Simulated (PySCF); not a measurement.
## Calculated properties of `CC#C[P+](C)(C)C#CC`

C8H12P (charge +1).
Numbering: `[CH3:1][C:2]#[C:3][P+:4]([CH3:5])([CH3:6])[C:7]#[C:8][CH3:9]` (hydrogens: H10, H11, H12 on C1; H13, H14, H15 on C5; H16, H17, H18 on C6; H19, H20, H21 on C9)

Cartesian coordinates in Å at the GFN2-xTB level; atoms count from 1:
```
atom  x, y, z in Å
C1     3.2788    2.0083   -0.9248
C2     2.2404    1.0986   -0.5557
C3     1.3721    0.3187   -0.2414
P4     0.1144   -0.7924    0.2074
C5     0.0989   -2.1814   -0.9540
C6     0.4165   -1.3921    1.8890
C7    -1.4207    0.0190    0.1539
C8    -2.4846    0.5911    0.1141
C9    -3.7503    1.2532    0.0719
H10    3.6563    1.7586   -1.9160
H11    2.8908    3.0264   -0.9383
H12    4.0967    1.9497   -0.2072
H13   -0.0846   -1.8111   -1.9626
H14    1.0625   -2.6903   -0.9272
H15   -0.6915   -2.8793   -0.6777
H16    0.4215   -0.5504    2.5814
H17    1.3819   -1.8966    1.9290
H18   -0.3719   -2.0882    2.1753
H19   -3.8193    1.8634   -0.8281
H20   -4.5539    0.5172    0.0650
H21   -3.8629    1.8945    0.9455
```

Among its groups: alkyne.

GFN2-xTB geometry:

```yaml
Rotational_constants_A_B_C_of_the_GFN2-xTB_geometry: 1.569, 0.762, 0.607 GHz
```

From PBE0/pcSseg-1 ground state and GIAO shieldings, non-relativistic (PySCF):

```yaml
HOMO_energy: -12.00 eV
LUMO_energy: -4.74 eV
HOMO–LUMO_gap: 7.26 eV
Lowest_Hirshfeld_atomic_charge: -0.13 e on C3/C7
Highest_Hirshfeld_atomic_charge: +0.50 e on P4
13C_chemical_shifts_computed_TMS_as_zero_by_class: 132.0 (C2/C8), 63.8 (C3/C7), 20.3 (C5/C6), 6.0 (C1/C9) ppm
1H_chemical_shifts_computed_TMS_as_zero_by_class: 2.63 (H10/H11/H12/H19/H20/H21), 2.25 (H13/H14/H15/H16/H17/H18) ppm
Isotropic_shieldings_of_nuclei_other_than_C_and_H_by_class: 354 (P4) ppm
Mayer_bond_orders_between_heavy_atoms: C1–C2 1.25, C2–C3 2.59, C3–P4 0.98, P4–C5 1.10, P4–C6 1.10, P4–C7 0.98, C7–C8 2.59, C8–C9 1.25
```

Monoisotopic mass of the ion (most abundant isotopes, electron mass counted): 139.0671 u.

The rotational constants make it an asymmetric top with κ = (2B − A − C)/(A − C) = -0.68, nearer the prolate limit (−1). With B = h/(8π²I), that is 505.379 GHz u Å² over I, the principal moments of inertia are 322.1, 663.6 and 833.1 u Å² (most abundant isotopes).

Isolated species at its GFN2-xTB geometry, gas phase. NMR classes are plain means over equivalent atoms (diastereotopic ones count apart unless rotation or inversion swaps them), as if these changed places fast; in this geometry the members of some classes differ.

For the NMR shielding job (PBE0/pcSseg-1), hardware: an Arm Neoverse V1 with one thread (shared host). Cost: 44 s wall, 0.99 GiB resident at most.
